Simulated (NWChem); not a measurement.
Species: PbO, singlet; SMILES [O]=[Pb]

```xyz
2

Pb     0.0000     0.0000    -0.1627
O      0.0000     0.0000     1.7410
```
Atoms are numbered in this order, from 1.

Low-valent species are run as closed-shell singlets; no triplet was tried in these runs. The geometry was optimised at PBE0-D3(BJ)/def2-TZVP. def2 effective core potentials on Pb; no spin-orbit coupling.

**Question.** List the 4 lowest vertical singlet excitations from PBE/def2-SVPD with def2 effective core potentials on Pb, full TDDFT (NWChem).

**Answer.** 
```json
[
 {"state": "S1", "energy (eV)": "3.44", "oscillator strength": "0.000", "leading excitation (squared amplitude)": "HOMO−2 → LUMO (0.49)"},
 {"state": "S2", "energy (eV)": "3.65", "oscillator strength": "0.020", "leading excitation (squared amplitude)": "HOMO → LUMO (1.00)"},
 {"state": "S3", "energy (eV)": "3.65", "oscillator strength": "0.020", "leading excitation (squared amplitude)": "HOMO → LUMO+1 (1.00)"},
 {"state": "S4", "energy (eV)": "3.72", "oscillator strength": "0.000", "leading excitation (squared amplitude)": "HOMO−2 → LUMO (0.48)"}
]
```
